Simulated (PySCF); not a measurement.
Input for PySCF: D3(BJ) and D4 dispersion corrections on H5NO2Sn (SMILES [NH2][SnH]([OH])[OH]), a point of a torsion scan.

```python
from pyscf import gto
from pyscf.dispersion import dftd3, dftd4

mol = gto.M(
    atom='''
    N     1.58405464   -0.52726925    0.35887135
    Sn   -0.29550166    0.15204544    0.28487611
    O    -1.40352153   -1.09891241    1.26473172
    O    -1.02305374   -0.01533370   -1.49723750
    H     2.24219342    0.06619446   -0.13068280
    H     1.65176139   -1.44286765   -0.07427664
    H    -0.42911928    1.70407392    0.87316613
    H    -1.05863172   -1.38395495    2.10885129
    H    -1.90545360   -0.38478873   -1.51443275
    ''',
    basis='def2-svp',
    charge=0, spin=0, verbose=0, max_memory=1800)
d3, d4 = {}, {}
for xc in ['hf', 'pbe', 'blyp', 'revpbe', 'tpss', 'r2scan', 'b3lyp', 'pbe0', 'bhlyp', 'camb3lyp', 'b2plyp']:
    d3[xc] = float(dftd3.DFTD3Dispersion(mol, xc=xc, version='d3bj', atm=False).get_dispersion()['energy'])
    print(f'D3(BJ) {xc:10s} {d3[xc]:14.8f} Eh')
for xc in ['hf', 'pbe', 'blyp', 'revpbe', 'tpss', 'r2scan', 'b3lyp', 'pbe0', 'bhlyp', 'camb3lyp', 'b2plyp']:
    d4[xc] = float(dftd4.DFTD4Dispersion(mol, xc={'camb3lyp': 'cam-b3lyp'}.get(xc, xc), atm=True).get_dispersion()['energy'])
    print(f'D4     {xc:10s} {d4[xc]:14.8f} Eh')
```

It printed:

```
D3(BJ) hf            -0.04798697 Eh
D3(BJ) pbe           -0.00562319 Eh
D3(BJ) blyp          -0.01247342 Eh
D3(BJ) revpbe        -0.01350081 Eh
D3(BJ) tpss          -0.00722828 Eh
D3(BJ) r2scan        -0.00157713 Eh
D3(BJ) b3lyp         -0.01035803 Eh
D3(BJ) pbe0          -0.00503532 Eh
D3(BJ) bhlyp         -0.00871951 Eh
D3(BJ) camb3lyp      -0.00481628 Eh
D3(BJ) b2plyp        -0.00513311 Eh
D4     hf            -0.01997109 Eh
D4     pbe           -0.00597044 Eh
D4     blyp          -0.01289231 Eh
D4     revpbe        -0.01651698 Eh
D4     tpss          -0.00800100 Eh
D4     r2scan        -0.00142563 Eh
D4     b3lyp         -0.00964969 Eh
D4     pbe0          -0.00505027 Eh
D4     bhlyp         -0.00780377 Eh
D4     camb3lyp      -0.00515415 Eh
D4     b2plyp        -0.00413674 Eh
```

The run finished.

Cost: about 0.04 core-seconds (a rough figure).
